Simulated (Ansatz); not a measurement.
A run for Ansatz (a program for electronic structure): U-CCSD(T)/def2-SVP on HISn (SMILES [SnH][I]), a point of a bond scan (R = 3.310 Å). Elements past Kr take the def2 small-core potentials; no spin–orbit coupling. The run froze 18 orbitals, filled d shells among them.

Ansatz 0.2 input:
```yaml
crystal:
  periodic: [false, false, false]
  atoms:
    - {symbol: Sn, position_ang: [0.45232825, 0.91499533, 0.96539677]}
    - {symbol: H, position_ang: [0.73028803, 2.17687253, -0.26340839]}
    - {symbol: I, position_ang: [-0.61907019, -1.26813052, -1.28001739]}
basis:
  gaussian:
    orbitals: def2-SVP
correlation: {method: ccsd_t, electrons: outside_noble_gas}
scf: {omitted_lower_state_checks: [cluster_reference]}
magnetization: {spin_polarized: true, initial_magnetization: 0}
```

**Question.** Give the final energy of this run.

**Answer.** -510.7882 hartree (reference determinant -510.5950, T1 diagnostic 0.023).
